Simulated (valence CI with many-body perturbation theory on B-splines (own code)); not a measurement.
Rh3+: M1 decay

Level of theory: relativistic CI+MBPT: six valence electrons over a frozen Dirac-Fock core [Kr], a basis of 7 s, 7 p, 8 d, 6 f, 4 g, 1 h functions for each j, with the one-electron correlation potential Σ1, the two-electron term Σ2, the three-electron term Σ3, Breit, model QED; selected CI, second order for the rest, scaled by the run's own slope (own B-spline code, finite nucleus).

No measured levels were compared; by estimate terms of the open shell hold to 2 to 4 % of their energy, and close levels can change places; different configurations can be misplaced against each other by 1,000 to 8,000 cm⁻¹. Among the levels kept, up to 1500 cm⁻¹ of a level comes from second order outside the variational space, and about a tenth of that is noise between levels of different J, which matters for small intervals. Only levels of the ground parity were solved; by the run's estimate the other parity begins above the list, which can be wrong where configurations are misplaced.

Lines 1 to 50 of 120 in falling wavelength, among levels below 44772 cm⁻¹, chosen from the decays that carry over 1 % of a level's rate. Wavelengths and rates use the calculated energies, so an error of 2000 cm⁻¹ moves a line at 4746 nm by 95 % and its rate by three times that or more. Weak lines are less certain than strong ones. Lines between different terms over intervals too small for the method are left out, as are lines whose strength nearly cancels. Intervals below about 2000 cm⁻¹, as at the head of this list, are uncertain by tens of per cent. The highest levels of a list are the least certain. Branching is blank where the lifetime is uncertain.

Names give the largest LS component (configuration and term), which can be under half, so a name can repeat, a term be missing and a line seem to break the LS rules; names also repeat where a configuration has a term twice. Letters in brackets count levels of one name in rising energy.

```csv
λ vac (nm),Upper,Lower,Type,A (s⁻¹),Branch %
32760,4d6 5D_0,4d6 5D_1,M1,4.52e-03,100.0
29550,4d6 3H_5,4d6 3H_6,M1,8.19e-04,8.4
28570,4d6 3H_5,4d6 3H_4,M1,7.89e-04,8.1
16760,4d6 5D_1,4d6 5D_2,M1,1.97e-02,100.0
10900,4d6 5D_2,4d6 5D_3,M1,4.90e-02,100.0
7570,4d6 3G_4,4d6 3G_5,M1,4.75e-02,4.1
6603,4d6 5D_3,4d6 5D_4,M1,1.20e-01,100.0
4746,4d6 3G_5,4d6 3F_4 [a],M1,4.88e-02,5.8
4405,4d6 3F_4 [a],4d6 3H_5,M1,8.19e-02,2.3
3816,4d6 3F_4 [a],4d6 3H_4,M1,3.14e-01,8.7
3691,4d6 3F_3,4d6 3H_4,M1,1.97e-01,6.7
3439,4d6 3G_3,4d6 3F_2 [a],M1,1.45e-01,9.8
2995,4d6 3G_4,4d6 3F_3,M1,1.19e-02,1.0
2917,4d6 3G_4,4d6 3F_4 [a],M1,1.83e-01,15.7
2718,4d6 3G_3,4d6 3F_3,M1,3.23e-01,21.8
2658,4d6 3D_1,4d6 3P_0 [a],M1,4.92e-02,1.7
2654,4d6 3G_3,4d6 3F_4 [a],M1,2.74e-02,1.9
2284,4d6 3G_5,4d6 3H_5,M1,2.79e-01,33.1
2259,4d6 3P_1 [a],4d6 3P_2,M1,2.06e+00,25.4
2201,4d6 3D_1,4d6 3P_1 [a],M1,2.89e-01,10.2
2121,4d6 3G_5,4d6 3H_6,M1,4.85e-01,57.6
2100,4d6 1I_6,4d6 3G_5,M1,1.49e-02,1.1
1779,4d6 1G_4,4d6 3G_3,M1,7.20e-02,1.3
1755,4d6 3G_4,4d6 3H_5,M1,1.45e-01,12.4
1565,4d6 3G_3,4d6 3H_4,M1,3.08e-01,20.8
1451,4d6 3D_2,4d6 3F_3,M1,9.29e-02,4.6
1449,4d6 1D_2,4d6 3D_3,M1,4.18e-01,7.0
1434,4d6 1D_2,4d6 3D_1,M1,3.36e-01,5.6
1386,4d6 3F_4 [b],4d6 1F_3,M1,6.51e-01,6.4
1373,4d6 1G_4,4d6 3G_5,M1,1.25e-01,2.2
1372,4d6 3D_3,4d6 3F_3,M1,6.59e-02,1.8
1370,4d6 1D_2,4d6 3D_2,M1,7.67e-02,1.3
1355,4d6 3D_3,4d6 3F_4 [a],M1,4.69e-02,1.3
1156,4d6 3D_2,4d6 3P_2,M1,4.86e-01,24.0
1106,4d6 3D_3,4d6 3P_2,M1,5.01e-01,13.6
1104,4d6 3P_1 [b],4d6 1D_2,M1,2.88e-01,3.0
1094,4d6 1I_6,4d6 3H_5,M1,4.80e-01,34.8
1075,4d6 1G_4,4d6 3F_3,M1,8.10e-01,14.5
1065,4d6 1G_4,4d6 3F_4 [a],M1,2.57e+00,46.2
1055,4d6 1I_6,4d6 3H_6,M1,8.83e-01,64.1
1023,4d6 3P_1 [b],4d6 1S_0,M1,9.27e-01,9.7
1012,4d6 1F_3,4d6 3D_3,M1,2.54e-01,
1000,4d6 3D_3,4d6 3H_4,M1,6.43e-02,1.7
972.7,4d6 1F_3,4d6 3D_2,M1,2.26e-01,
951.3,4d6 1D_2,4d6 3G_3,M1,2.81e-01,4.7
925.5,4d6 1S_0,4d6 3P_1 [a],M1,1.00e+01,98.7
868.2,4d6 1D_2,4d6 3P_1 [a],M1,3.91e-01,6.5
857.6,4d6 1G_4,4d6 3H_5,M1,1.80e+00,32.3
745.2,4d6 1D_2,4d6 3F_2 [a],M1,1.45e+00,24.2
741.0,4d6 1F_3,4d6 3G_3,M1,1.50e-01,
```
